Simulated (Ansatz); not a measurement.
Consider the cleavage of the Si–B bond: `OC1(F)NB1[SiH3]` + `C=C=C(O)Cl` → `C=C=C(Cl)O[SiH3]` + `OC1(F)BN1`.

Computed with Ansatz on PBE0-D4/def2-TZVP structures; ΔE is electronic, products minus reactants. CBS: MP2 limit from def2 TZ/QZ plus the TZ coupled-cluster correction, frozen cores. One conformer a species, not always the lowest.

```json
{"species": "`OC1(F)NB1[SiH3]`", "HF/CBS(def2) energy (Eh)": "-583.27414"}
{"species": "`C=C=C(O)Cl`", "HF/CBS(def2) energy (Eh)": "-649.74271"}
{"species": "`C=C=C(Cl)O[SiH3]`", "HF/CBS(def2) energy (Eh)": "-939.89844"}
{"species": "`OC1(F)BN1`", "HF/CBS(def2) energy (Eh)": "-293.15741"}
```

Work out ΔE.

ΔE = (-939.89844) + (-293.15741) − (-583.27414) − (-649.74271) = -0.03900 Eh = -1.06 eV. CCSD(T)/CBS gives -0.88 eV.

Largest T1 diagnostic among the species: 0.014.

From PBE to PBE0 (25 % exact exchange), in def2-TZVPP and without D4, ΔE moves by −0.06 eV. At CCSD(T), def2-SVP lies +0.12 eV from the extrapolated value and def2-TZVPP +0.02 eV. Leaving LDA and LC-ωPBE aside and taking each functional with its dispersion term where it has one, the values, not all of them listed here, spread over 0.31 eV, from BHLYP-D4 to PBE-D4. LDA lies −0.04 eV from PBE without D4.
